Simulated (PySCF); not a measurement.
## SrIn: energy against distance

Set-up: Sr def2-SVP with ECP28, In def2-SVP with ECP28; scalar-relativistic core potentials (PySCF 2.14). Energies in eV from Sr + In in their ground configurations at the same level. State: ²Π (doublet), unpaired electrons π ↑.

All columns are PBE0. A positive dipole means Sr(−)In(+).

```csv
R (Å),E (eV),μ (D),Mulliken charge on Sr (basis-dependent),HOMO (eV),LUMO (eV),Mayer bond order,⟨S²⟩
2.971,-0.260,-2.37,0.15,-3.89,-2.36,1.40,0.96
3.110,-0.435,-2.55,0.16,-3.76,-2.26,1.34,0.95
3.248,-0.528,-2.67,0.16,-3.65,-2.17,1.28,0.93
3.351,-0.560,-2.74,0.16,-3.59,-2.11,1.23,0.92
3.455,-0.568,-2.78,0.15,-3.53,-2.06,1.17,0.90
3.559,-0.559,-2.80,0.15,-3.48,-2.02,1.12,0.89
3.697,-0.529,-2.79,0.14,-3.43,-1.98,1.04,0.87
3.870,-0.475,-2.75,0.13,-3.39,-2.00,0.93,0.84
4.077,-0.400,-2.64,0.11,-3.36,-2.03,0.79,0.81
4.353,-0.303,-2.44,0.09,-3.34,-2.03,0.60,0.78
```

A fit through these points gives, at Re = 3.448 Å, μ = -2.77 D and dμ/dR = -0.304 D/Å; the reduced mass is 49.8 u.

How strong is the fundamental in the double-harmonic approximation, I = 42.26·(dμ/dR)²/μred km/mol?

I = 42.26·(-0.304)²/49.8 = 0.0784 km/mol at PBE0.

Spin–orbit coupling is left out, which matters for elements this heavy, above all for dissociation energies. The state is the lowest determinant that a PBE0 search found; another state may lie lower at other levels.
